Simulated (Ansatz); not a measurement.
`[NH2][SbH][SiH3]` → `N[SiH2][SbH2]`  (isomerisation)

Isolated molecules relaxed with PBE0-D4/def2-TZVP in Ansatz; ΔE leaves out vibrations. CCSD(T)/CBS is the MP2 limit (def2-TZVPP, def2-QZVPP) plus CCSD(T) − MP2 in def2-TZVPP, frozen cores. Functionals use def2-TZVPP. def2 core potentials past Kr. For Sb outer-core shells are correlated without core-valence functions, which leaves a few kJ/mol of doubt a bond. Each species was taken in one conformer, which may not be the lowest.

```csv
level,ΔE (eV)
PBE-D4,-0.64
BHLYP-D4,-0.77
ωB97X-V,-0.71
B2PLYP,-0.71
SCS-MP2/def2-TZVPP,-0.71
CCSD/def2-TZVPP,-0.74
CCSD(T)/def2-TZVPP,-0.71
MP2/def2-QZVPP,-0.73
```

Task: What does CCSD(T)/CBS give? (Estimate.)

Result: Computed: -0.70 eV. The listed levels differ from it by 0.06, -0.07, -0.01, -0.01, -0.01, -0.04, -0.01, -0.03 eV.

Largest T1 diagnostic among the species: 0.014.

In def2-TZVPP, CCSD(T) changes the Hartree–Fock value by +0.08 eV (the triples alone add +0.03 eV) and MP2 by +0.06 eV. At CCSD(T), def2-SVP lies −0.05 eV from the extrapolated value and def2-TZVPP −0.01 eV.
